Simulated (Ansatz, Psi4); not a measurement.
Here is a job for Ansatz (an electronic-structure program).
Ansatz 0.2 input:
```yaml
crystal:
  periodic: [false, false, false]
  atoms:
    - {symbol: C, position_ang: [2.56077104, -0.83382252, -0.05187536]}
    - {symbol: O, position_ang: [1.35874343, -0.35585529, -0.59420775]}
    - {symbol: C, position_ang: [0.30458062, -0.28318667, 0.27212290]}
    - {symbol: C, position_ang: [-0.91837553, 0.40750290, -0.20562298]}
    - {symbol: C, position_ang: [-2.15757524, -0.49024854, -0.06860859]}
    - {symbol: O, position_ang: [-1.08228391, 1.59694883, 0.56456414]}
    - {symbol: H, position_ang: [2.45262647, -1.86511095, 0.30352293]}
    - {symbol: H, position_ang: [2.89549161, -0.20751073, 0.78234991]}
    - {symbol: H, position_ang: [3.29918709, -0.80187133, -0.85140078]}
    - {symbol: H, position_ang: [0.49407065, -0.37188146, 1.32892922]}
    - {symbol: H, position_ang: [-0.77188196, 0.66632212, -1.26581658]}
    - {symbol: H, position_ang: [-3.04377857, 0.02369395, -0.43826528]}
    - {symbol: H, position_ang: [-2.30860226, -0.74749979, 0.97697382]}
    - {symbol: H, position_ang: [-2.01885023, -1.40248152, -0.64118067]}
    - {symbol: H, position_ang: [-1.94634439, 1.97612048, 0.36594070]}
basis:
  gaussian:
    orbitals: STO-3G
magnetization: {spin_polarized: true, initial_magnetization: 1}
correlation: {method: mp2, electrons: outside_noble_gas}
accuracy: high
```

**Question.** Write the same job for Psi4.

**Answer.** One answer among several that fit: 
```
memory 2 GB

molecule mol {
0 2
C     2.560771   -0.833823   -0.051875
O     1.358743   -0.355855   -0.594208
C     0.304581   -0.283187    0.272123
C    -0.918376    0.407503   -0.205623
C    -2.157575   -0.490249   -0.068609
O    -1.082284    1.596949    0.564564
H     2.452626   -1.865111    0.303523
H     2.895492   -0.207511    0.782350
H     3.299187   -0.801871   -0.851401
H     0.494071   -0.371881    1.328929
H    -0.771882    0.666322   -1.265817
H    -3.043779    0.023694   -0.438265
H    -2.308602   -0.747500    0.976974
H    -2.018850   -1.402482   -0.641181
H    -1.946344    1.976120    0.365941
}

set {
  basis sto-3g
  reference uhf
  freeze_core true
  mp2_type conv
  scf_type pk
  puream true
  d_convergence 1e-8
}

energy('mp2')
print_variables()
```

Both were run: Ansatz gave -302.746281 Eh and Psi4 -302.746281 Eh, 0.000 mEh apart.
